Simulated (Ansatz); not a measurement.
Mulliken charges of B2FH5Sn (`[BH2][SnH2][BH]F`) from B3LYP/def2-TZVPP in Ansatz (PBE0-D4/def2-TZVP geometry).

| atom | x (Å) | y (Å) | z (Å) | charge (e) |
| --- | --- | --- | --- | --- |
| B1 | -0.982 | 1.640 | 0.017 | -0.210 |
| Sn2 | 0.696 | 0.213 | -0.379 | 0.400 |
| B3 | 0.167 | -1.836 | 0.461 | 0.137 |
| F4 | -0.472 | -2.702 | -0.299 | -0.192 |
| H5 | -1.852 | 1.795 | -0.786 | 0.062 |
| H6 | -1.049 | 2.228 | 1.054 | 0.060 |
| H7 | 2.138 | 0.730 | 0.386 | -0.135 |
| H8 | 1.022 | 0.072 | -2.053 | -0.133 |
| H9 | 0.420 | -2.186 | 1.583 | 0.010 |

By hand: the dipole of these point charges (1 e Å = 4.8032 D).

Σ q r = (0.000, 0.123, 0.217) e Å, of length 0.249 e Å = 1.20 D.

How does the dipole of the full density compare? (Estimate.)

Computed: (-0.063, 0.061, 0.137) e Å, 0.78 D; the point charges give 1.54 times that, at 23° from its direction.

Point charges leave out the atoms' own dipoles, such as those of lone pairs, and Mulliken's split depends on the basis, so the two needn't agree.

B3LYP here is the variant with VWN-RPA as its local correlation; programs differ in this.
